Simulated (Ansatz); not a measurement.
The same path of CH5BrGaN + H2 (11 atoms, charge 0, multiplicity 1) was run twice with different band settings. Lost on the way: Ga1–Br2, H5–H6. Made: Ga1–H6, Br2–H5.

These are results of RKS r2SCAN-D4/def2-SVP in Ansatz, not measurements.

Relaxed end points:

```xyz
11
Properties=species:S:1:pos:R:3
Ga -0.507 0.259 0.350
Br -0.102 1.765 2.058
C -0.116 0.748 -1.491
N -1.231 -1.280 0.948
H 2.374 0.023 0.922
H 2.574 -0.556 0.472
H 0.939 1.051 -1.579
H -0.739 1.608 -1.785
H -0.310 -0.086 -2.183
H -1.469 -2.071 0.360
H -1.412 -1.463 1.929
```

```xyz
11
Properties=species:S:1:pos:R:3
Ga 0.285 -0.479 0.022
Br 0.785 2.328 2.127
C -0.070 0.585 -1.577
N -0.961 -1.607 0.697
H 1.447 1.111 1.729
H 1.650 -0.491 0.812
H 0.639 0.327 -2.380
H 0.061 1.655 -1.351
H -1.094 0.428 -1.951
H -1.908 -1.691 0.340
H -0.833 -2.167 1.533
```

Common settings: movable images 5; climbing image yes; spring 5.0 eV/Å²; optimiser quadratic models (default); force threshold 0.05 eV/Å; iteration limit 60; end points relaxed.

| run | start path |
| --- | --- |
| 1 | through a guess of the saddle point |
| 2 | straight line |

(1) What does each run give, and how far can it be trusted?

Results:

(1) Run 1: converged after 9 iterations, highest image 1.311 eV above the first end. A vibrational analysis at the climbing image gives 2 clearly imaginary modes (357i, 48i cm⁻¹): a point of higher order, so a lower path passes nearby.
Run 2: converged after 9 iterations, highest image 1.312 eV above the first end. Another band between the same ends (5 images) ends at a top of the same energy, where a vibrational analysis finds 2 clearly imaginary modes.
The orbitals stay closed-shell, which can raise the energy where a bond breaks towards radicals; this wasn't checked here.
